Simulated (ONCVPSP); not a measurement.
# An all-electron radial function and its pseudo partner (chlorine)

Columns: radius, all-electron u(r) and pseudo u(r) of the 2p shell (level -204.46 eV) of chlorine in the configuration [He] 2s2 2p6 3s2 3p4; LDA (Perdew-Wang 92), scalar-relativistic, ONCV scheme, ONCVPSP 4.0.1.

```csv
r (bohr),all-electron,pseudo
0.035,0.1454,0.0593
0.070,0.4324,0.2232
0.105,0.7395,0.4674
0.140,1.0091,0.7523
0.175,1.2208,1.0368
0.210,1.3698,1.2839
0.245,1.4615,1.4679
0.280,1.5048,1.5779
0.315,1.5092,1.6163
0.350,1.4831,1.5942
0.385,1.4344,1.5287
0.420,1.3699,1.4381
0.455,1.2946,1.3368
0.490,1.2131,1.2349
0.525,1.1286,1.1374
0.560,1.0435,1.0459
0.595,0.9598,0.9599
0.630,0.8788,0.8785
0.665,0.8014,0.8012
0.700,0.7283,0.7281
0.735,0.6598,0.6597
0.770,0.5962,0.5960
0.805,0.5375,0.5373
0.840,0.4834,0.4833
0.875,0.4339,0.4338
0.910,0.3889,0.3888
```

Q: How many radial nodes do the two functions have?

A: The all-electron 2p function has n − l − 1 = 0; the pseudo-wave has 0.

Q: At about which radius was the pseudo-wave matched?

A: 0.65 bohr. The columns agree to 0.0005 from 0.59 bohr on; several derivatives are matched, so the curves merge somewhat inside the radius.

Q: Is the pseudo-wave norm-conserving?

A: Yes: the ONCV scheme keeps the norm inside the radius equal to the all-electron one, which fixes the energy derivative of the logarithmic derivative at the level.
